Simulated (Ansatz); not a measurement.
`[AlH2][AlH][SeH]` + `C1N[SiH2]1` → `[AlH2][N]1C[SiH2]1` + `[AlH2][SeH]` at 500 K and 1 bar (cleavage of the Al–Al bond).

Gas-phase electronic energies from Ansatz, PBE0-D4/def2-TZVP geometries. CCSD(T)/CBS is the MP2 limit (def2-TZVPP, def2-QZVPP) plus CCSD(T) − MP2 in def2-TZVPP, frozen cores. For Se outer-core shells are correlated without core-valence functions, which leaves a few kJ/mol of doubt a bond. Scalar relativity is left out up to krypton. One conformer a species, not always the lowest.

```tsv
species	CCSD(T)/CBS energy (Eh)	H − E (kJ/mol)	S (J/(mol·K))
`[AlH2][AlH][SeH]`	-2887.14851	117.3	410.6
`C1N[SiH2]1`	-384.79623	184.4	311.5
`[AlH2][N]1C[SiH2]1`	-627.44019	208.0	388.2
`[AlH2][SeH]`	-2644.54675	84.4	318.1
```

H − E and S are ideal-gas, rigid-rotor, harmonic terms from PBE0-D4/def2-TZVP, for one conformer and one mirror image of each species. 1 Eh = 2625.50 kJ/mol, R = 8.31446 J/(mol·K).

**Question.** By hand: ΔE, ΔH, ΔS and ΔG.

**Answer.** ΔE = (-627.44019) + (-2644.54675) − (-2887.14851) − (-384.79623) = -0.04220 Eh = -110.8 kJ/mol. Δ(H − E) = 208.0 + 84.4 − 117.3 − 184.4 = -9.3, so ΔH = -120.1 kJ/mol. ΔS = 388.2 + 318.1 − 410.6 − 311.5 = -15.8 J/(mol·K). ΔG = -120.1 − 500 × (-15.8)/1000 = -112.2 kJ/mol.

**Question.** By hand: the equilibrium constant, and the temperature at which ΔG would vanish if ΔH and ΔS stayed fixed.

**Answer.** log₁₀ K = −ΔG/(RT ln 10) = 11.7. ΔG = 0 at ΔH/ΔS = 7601 K, far beyond where these terms or the molecules hold.

ΔH outweighs TΔS. A doubt of 5 kJ/mol in ΔE shifts log₁₀ K by 0.5 here. Other conformers and mirror images would add mixing entropy, several J/(mol·K) or more a flexible species. These are equilibria of isolated gas molecules and say nothing of rates. Largest T1 diagnostic: 0.013 (customary marks: 0.02 for closed shells, 0.045 for open ones).
